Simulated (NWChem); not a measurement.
Species: C4H9O, doublet; SMILES CCC[CH]O

```xyz
14

C     -0.1939    -2.3792     0.1915
C     -0.3048    -0.9770    -0.3846
C      0.6401     0.0300     0.2883
C      0.5206     1.4210    -0.2130
O     -0.6585     2.0343     0.0853
H     -0.8835    -3.0785    -0.3059
H      0.8261    -2.7815     0.0773
H     -0.4309    -2.3887     1.2678
H     -1.3373    -0.6039    -0.2806
H     -0.0958    -0.9973    -1.4686
H      0.4397     0.0274     1.3762
H      1.6851    -0.3016     0.1631
H      1.0145     1.7213    -1.1475
H     -0.6819     2.8980    -0.3374
```
Atoms are numbered in this order, from 1.

Level: PBE0/def2-SVP, spin-unrestricted (NWChem), optimised geometry, unscaled harmonic frequencies. 

**Question.** List the harmonic frequencies with IR intensities, and the thermochemistry.

**Answer.** 
```csv
frequency (cm⁻¹),IR intensity (km/mol)
101,0.7
106,1.6
234,25.9
251,0.8
336,9.5
376,93.2
510,10.5
612,26.8
749,3.1
864,5.7
889,5.8
1004,3.1
1070,2.3
1091,26.6
1100,6.7
1222,12.3
1245,31.0
1276,15.6
1295,47.4
1329,55.0
1366,4.4
1397,2.0
1435,1.8
1466,0.4
1468,7.7
1475,28.2
1478,8.6
3034,13.2
3047,29.3
3055,32.4
3093,1.8
3112,10.0
3138,26.4
3143,56.4
3146,24.3
3905,83.7
```

```yaml
zero_point_energy: 77.8 kcal/mol
thermal correction to the enthalpy at 298.15 K (with zero-point energy): 82.6 kcal/mol
heat capacity Cv: 23.3 cal/(mol K)
"entropy at 298.15 K and 1 atm (symmetry number 1, electronic part: spin degeneracy alone)": 80.8 cal/(mol K)
dipole_moment: 1.38 D
```

Rigid rotor and harmonic oscillator.
